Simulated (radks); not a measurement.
The numbers below are computed, except where a source is named.
Mean orbital radii <r> (bohr) of the phosphorus ion P+, [Ne] 3s2 3p2, at several levels of relativity; Dirac values are averaged over j with weights 2j + 1. Spin-unpolarised spherical Kohn-Sham, PBEsol, point nucleus unless stated (finite: rms radius 3.1889 fm), a radial shooting solver on a logarithmic mesh with Libxc functionals. A level marked "c x" has the speed of light scaled by that factor and shares open shells by 2j + 1; other Dirac levels either fill j = l - 1/2 first or share by 2j + 1.

shell  non-rel.  scalar-rel.  scalar-rel., finite nucleus  Dirac, 2j+1 shares  change of magnitude, last against first (%)
1s       0.1041       0.1037                       0.1037              0.1037                                        -0.38
2s       0.5222       0.5203                       0.5203              0.5202                                        -0.39
2p       0.4859       0.4853                       0.4853              0.4853                                        -0.12
3s        1.826        1.821                        1.821               1.821                                        -0.27
3p        2.135        2.135                        2.135               2.135                                        -0.01
